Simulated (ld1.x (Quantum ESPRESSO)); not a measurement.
## Building the ultrasoft potential for indium (PBE, fully relativistic).

indium, ultrasoft, made with ld1.x (Quantum ESPRESSO) 7.5 (PBE, fully relativistic). Core [Kr] 4d10, reference 5s2 5p1. Waves: 5s (bound): rcut 2.15, rcutus 2.40 bohr; 5s channel at 1.05 Ry: rcut 2.15, rcutus 2.40 bohr; 5p (bound): rcut 1.75, rcutus 2.40 bohr; 5p channel at 4.25 Ry: rcut 1.75, rcutus 2.40 bohr. Local part: all-electron potential smoothed inside 2.30 bohr (lloc = -2). Core correction: none. Augmentation charge: PSQ, inside the norm-conserving radii.

Open shells are filled in proportion to 2j + 1 (rel_dist='average').

All-electron outer shells of the reference configuration (PBE, scalar-relativistic, ld1.x):

```
shell  level (eV)  outermost node (bohr)  outermost maximum (bohr)
   4p      -78.13                   0.42                      0.82
   4d      -18.62                   0.40                      0.94
   5s       -8.21                   1.02                      2.16
   5p       -2.52                   1.14                      2.85
```

Results:

```
Cutoffs needed                            : 6 Ry and 6 Ry (the cutoffs (Ry, on a coarse ladder) from which the occupation-weighted sum of valence levels, in a spherical-Bessel basis at the reference potential, stays within 10 and 1 mRy of its value at 400 Ry)
Ghost test                                : no extra level below or beside the all-electron valence levels (s, p1/2, p3/2, d, f tested) (spherical-Bessel basis up to 400 Ry, 20 bohr box)
Configuration tests                       : test run stopped at test 7 of 7 (negative rho), 1 before it not solved; not counted: 5s1 5p0 (pseudo-atom not self-consistent, printed error +137 meV)
Lowest eigenvalue of the overlap operator : 0.40 (s channel)
Density cutoff estimated by the generator : 92 Ry
```

Generation and tests took about 2.4 s on one core of a shared server CPU.
